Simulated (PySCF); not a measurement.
Predicted microwave data (PBE0/pcSseg-1 in PySCF (dipole) on a GFN2-xTB geometry, gas phase) for one isomer of C6H14O2S:

```
Rotational constants : A = 2082, B = 1065, C = 1028 MHz
Dipole components    : |μa| = 3.31 D, |μb| = 1.48 D, |μc| = 2.92 D
Inertial defect      : -225.44 u·Å²
κ                    : -0.93
```

Question: Which structure is it? (One computed conformer of each.)
A. `[CH3:1][CH2:2][C:3]([CH3:4])([CH3:5])[S:6]([CH3:7])(=[O:8])=[O:9]` with C1–C2–C3–C4 61°, C2–C3–S6–C7 63°
B. `[CH3:1][C:2]([CH3:3])([CH3:4])[CH2:5][S:6]([CH3:7])(=[O:8])=[O:9]` with C2–C5–S6–C7 161°
C. `[CH3:1][CH2:2][CH2:3][S:4](=[O:5])(=[O:6])[CH2:7][CH2:8][CH3:9]` with C1–C2–C3–S4 74°, C2–C3–S4–O5 52°, C3–S4–C7–C8 175°, S4–C7–C8–C9 -177°

Answer: A. It is CCC(C)(C)S(C)(=O)=O, a near-prolate asymmetric top, point group C1. The candidates at the same level (rigid rotor, commonest isotopes):

| SMILES | A (MHz) | B (MHz) | C (MHz) | μa (D) | μb (D) | μc (D) | Δ (u·Å²) | point group | rotor |
| --- | --- | --- | --- | --- | --- | --- | --- | --- | --- |
| CCC(C)(C)S(C)(=O)=O | 2082 | 1065 | 1028 | 3.31 | 1.48 | 2.92 | -225.44 | C1 | near-prolate asymmetric top |
| CC(C)(C)CS(C)(=O)=O | 2404 | 926.9 | 916.7 | 1.08 | 2.43 | 3.34 | -204.13 | C1 | near-prolate asymmetric top |
| CCCS(=O)(=O)CCC | 3493 | 683.4 | 673.5 | 0.75 | 3.19 | 2.56 | -133.73 | C1 | near-prolate asymmetric top |

`CC(C)(C)CS(C)(=O)=O` has A 15 % too high; `CCCS(=O)(=O)CCC` has A 68 % too high. No structure here is proved a minimum.
